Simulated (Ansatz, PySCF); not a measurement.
Energy difference R1 + R2 → P1 + P2, each structure at its B3LYP-D3(BJ)/def2-TZVP stationary point, reached from a drawn start (curvature not checked).
R1: H7NSi2 (SMILES [SiH3]N[SiH3]), charge 0, multiplicity 1.
R2: H2O (SMILES O), charge 0, multiplicity 1.
P1: H5NSi (SMILES N[SiH3]), charge 0, multiplicity 1.
P2: H4OSi (SMILES O[SiH3]), charge 0, multiplicity 1.

P less R. No zero-point or thermal terms.

Correlated levels freeze the cores. CBS: X⁻³ extrapolation of the correlation energy, Hartree–Fock from the larger set.

The values were computed with Ansatz (an electronic-structure program); PySCF for the D3/D4 terms. No computed number here is a measurement.

The comparison value is -0.302 eV (CCSD(T)/CBS(cc-pV(T+d)Z, cc-pV(Q+d)Z)). It is a level with limits of its own, not the exact answer.

Order these levels by how close they come to the comparison value for the reaction energy, closest first: B3LYP-D3(BJ)/def2-TZVPP, BLYP/def2-TZVPP, HF/cc-pV(D+d)Z, BHLYP-D3(BJ)/def2-TZVPP. Give each level's value less the comparison value.

B3LYP-D3(BJ)/def2-TZVPP (-0.014 eV), BHLYP-D3(BJ)/def2-TZVPP (-0.023 eV), HF/cc-pV(D+d)Z (-0.049 eV), BLYP/def2-TZVPP (-0.109 eV)
